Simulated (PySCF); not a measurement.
C₄H₁₂Si₂.
Atom-mapped SMILES: `[CH3:1][CH:2]1[CH2:3][SiH2:4][SiH2:5][CH2:6]1` (hydrogens: H7, H8, H9 on C1; H10 on C2; H11, H12 on C3; H13, H14 on Si4; H15, H16 on Si5; H17, H18 on C6)

Theory: core-valence-separated Tamm–Dancoff BHandHLYP/aug-pcX-1 (pcseg-1 on H, def2-SVPD on Si) in PySCF, non-relativistic, gas phase, PBE0-D3(BJ)/def2-SVP geometry.

Computed carbon K-edge spectrum, Gaussian lines of 0.3 eV full width, highest printed point 100; it ends one width below the last computed root. BHandHLYP without relativity tends to put these K edges a few eV too low, so spacings mean more than positions.

photon energy (eV), absorption and a bar:
```
    284.7          0 
    284.8          2 
    284.9          7 ##
    285.0         16 #####
    285.1         23 #######
    285.2         19 ######
    285.3         10 ###
    285.4          6 ##
    285.5         17 #####
    285.6         49 ###############
    285.7         87 ##########################
    285.8        100 ##############################
    285.9         89 ###########################
    286.0         70 #####################
    286.1         45 #############
    286.2         22 ######
    286.3          9 ###
    286.4          4 #
    286.5          2 
    286.6          1
```

Question: Assign the maxima to core holes.

Answer: 2 maxima:
- 285.1 eV: C3/C6 (sp3 carbon bound to silicon), 285.08 eV, f = 0.023, sum of 2, 73 % of the height at the exact maximum; C1 (methyl carbon), 285.20 eV, f = 0.010, 27 % of the height at the exact maximum
- 285.8 eV: C3/C6 (sp3 carbon bound to silicon), 285.76 eV, f = 0.062, sum of 2, 45 % of the height at the exact maximum; C3/C6 (sp3 carbon bound to silicon), 285.69 eV, f = 0.041, sum of 2, 22 % of the height at the exact maximum; C2 (sp3 CH carbon), 285.85 eV, f = 0.022, 16 % of the height at the exact maximum

Further lines of some strength in the range: C1, 285.95 eV, f = 0.028; C1, 286.01 eV, f = 0.029; C3/C6, 286.05 eV, f = 0.014, sum of 2; C3/C6, 286.21 eV, f = 0.007, sum of 2.

Roots within 0.03 eV on the same or equivalent atoms count as one line; shares under 12 % aren't listed.

Vibrational structure and lifetime widths aren't in the curve. The ionisation threshold wasn't computed; near and above it a finite basis only mimics Rydberg series and continuum.

Cost: about 30 s of CPU time on one thread; the machine was shared, so the figure is rough.

One conformer stands for the species.
